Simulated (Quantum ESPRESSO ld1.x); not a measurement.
Values are calculated unless marked as measured or tabulated.
Co XVI, configuration [Ne] 3s2 (the NIST ground configuration). Code: ld1.x of Quantum ESPRESSO 7.5. Model: scalar-relativistic Kohn-Sham, relativistic LDA (MacDonald-Vosko exchange, VWN5 correlation), spin-unpolarised, spherical densities, point nucleus. Some entries of the table are withheld. Estimate them.

| orbital | occ. | eigenvalue (eV) | r(max) (bohr) |
|---|---|---|---|
| 1s | 2 | -8064.33 | (1) |
| 2s | 2 | (2) | 0.212 |
| 2p | 6 | (3) | (4) |
| 3s | 2 | -495.917 | 0.604 |
| 3p | 0 | -458.568 | 0.590 |
| 4s | 0 | -250.477 | (5) |

Answer. 
(1) 1s r(max) (bohr): 0.037
(2) 2s eigenvalue (eV): -1379.04
(3) 2p eigenvalue (eV): -1256.80
(4) 2p r(max) (bohr): 0.171
(5) 4s r(max) (bohr): 1.24
